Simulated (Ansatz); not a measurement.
Input file for `CC1OC[SiH2]1`:

```yaml
crystal:
  periodic: [false, false, false]
  atoms:
    - {symbol: C, position_ang: [-1.592281, 0.840288, 0.397831]}
    - {symbol: C, position_ang: [-0.491392, -0.184780, 0.453015]}
    - {symbol: O, position_ang: [-0.413706, -0.931990, -0.788559]}
    - {symbol: C, position_ang: [1.001759, -1.087953, -1.013862]}
    - {symbol: Si, position_ang: [1.342640, 0.268490, 0.257417]}
    - {symbol: H, position_ang: [-1.661654, 1.372704, 1.350149]}
    - {symbol: H, position_ang: [-1.416701, 1.571402, -0.394350]}
    - {symbol: H, position_ang: [-2.556032, 0.358992, 0.208344]}
    - {symbol: H, position_ang: [-0.668065, -0.882371, 1.284431]}
    - {symbol: H, position_ang: [1.240450, -0.918424, -2.065788]}
    - {symbol: H, position_ang: [1.341332, -2.092701, -0.734401]}
    - {symbol: H, position_ang: [2.305174, 0.027861, 1.368781]}
    - {symbol: H, position_ang: [1.588775, 1.623686, -0.308210]}
basis:
  gaussian: {orbitals: def2-TZVPP}
correlation: {method: ccsd_t}
```

```sh
$ ansatz run in.yaml --threads 4 --pin off --events-out ev --progress --plain --max-ram 10444MiB
```

The program prints (abridged):

```
Functional definition: HF
1624 factors; integrals over basis functions are off by at most 1.0e-3 eV
mean field evaluation 1: about -13114.3662 eV, gradient 3.7e1 eV
mean field evaluation 2: about -13114.6995 eV, gradient 3.7e1 eV
mean field evaluation 4: about -13118.3074 eV, gradient 5.4e0 eV
mean field evaluation 8: about -13118.3875 eV, gradient 2.6e-1 eV
mean field -13118.38781299 eV, -482.0918601647 hartree, gradient 6.9e-6 eV, S^2 0.000000; 0 other end points of the search recorded, 0 dependent functions left out
9 core orbitals not correlated: weight in the atoms' cores, before any rotation towards them, 1.000 or more for the frozen orbitals, at most 0.000 for the correlated occupied ones
reference -13118.38781299 eV, -482.0918601647 hartree; 15, 15 occupied and 254, 254 virtual orbitals, 1624 factors
second order -23.73629079 eV of doubles, -0.00000000 eV of singles
cycle   1  -24.28637305 eV  change   -5.5e-1 eV  update   1.1e-1
cycle   2  -24.90656486 eV  change   -6.2e-1 eV  update   3.2e-2
cycle   3  -25.04181923 eV  change   -1.4e-1 eV  update   1.6e-2
cycle   4  -25.03384410 eV  change    8.0e-3 eV  update   3.9e-3
cycle   5  -25.03293713 eV  change    9.1e-4 eV  update   1.8e-3
cycle   6  -25.03354785 eV  change   -6.1e-4 eV  update   5.8e-4
cycle   7  -25.03325364 eV  change    2.9e-4 eV  update   2.4e-4
cycle   8  -25.03319046 eV  change    6.3e-5 eV  update   7.8e-5
cycle   9  -25.03322122 eV  change   -3.1e-5 eV  update   2.7e-5
perturbative correction -1.01728728 eV, -0.0373846180 hartree
Total energy: -13144.43832149 eV, -483.0491986944 hartree
```

Hardware: 4 threads of an Arm Neoverse V1 on a shared host. Wall time 3.2 min, peak host memory 7.9 GiB.

Correlation energy per correlated electron: -0.868 eV. T1 diagnostic: 0.0116.
